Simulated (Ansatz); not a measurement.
`[NH2][InH2]` + CH₃NH₂ → `C[NH][InH2]` + NH₃ at 600 K and 1 bar (ligand exchange at the In–N bond).

Computed with Ansatz on PBE0-D4/def2-TZVP structures; ΔE is electronic, products minus reactants. CCSD(T)/CBS adds triple-zeta CCSD(T) − MP2 to the extrapolated MP2 energy (def2 sets, frozen cores). This one scheme is used for every species. Elements past krypton have def2 core potentials. For In outer-core shells are correlated without core-valence functions, which leaves a few kJ/mol of doubt a bond.

```csv
species,CCSD(T)/CBS energy (Eh),H − E (kJ/mol),S (J/(mol·K))
`[NH2][InH2]`,-246.90424,135.4,338.1
CH₃NH₂,-95.75281,199.3,283.8
`C[NH][InH2]`,-286.14916,222.1,392.4
NH₃,-56.50880,112.4,219.5
```

H − E and S are ideal-gas, rigid-rotor, harmonic terms from PBE0-D4/def2-TZVP. 1 Eh = 2625.50 kJ/mol, R = 8.31446 J/(mol·K).

Problem. By hand: ΔE, ΔH, ΔS and ΔG.

Solution. ΔE = (-286.14916) + (-56.50880) − (-246.90424) − (-95.75281) = -0.00091 Eh = -2.4 kJ/mol. Δ(H − E) = 222.1 + 112.4 − 135.4 − 199.3 = -0.2, so ΔH = -2.6 kJ/mol. ΔS = 392.4 + 219.5 − 338.1 − 283.8 = -10.0 J/(mol·K). ΔG = -2.6 − 600 × (-10.0)/1000 = 3.4 kJ/mol.

Problem. By hand: the equilibrium constant, and the temperature at which ΔG would vanish if ΔH and ΔS stayed fixed.

Solution. log₁₀ K = −ΔG/(RT ln 10) = -0.3. ΔG = 0 at ΔH/ΔS = 260 K, though so small a ΔH makes that figure unsure.

TΔS isn't small against ΔH here. The sign of ΔG lies within the doubt. A doubt of 5 kJ/mol in ΔE shifts log₁₀ K by 0.4 here. These are equilibria of isolated gas molecules and say nothing of rates. Largest T1 diagnostic: 0.016 (customary marks: 0.02 for closed shells, 0.045 for open ones).
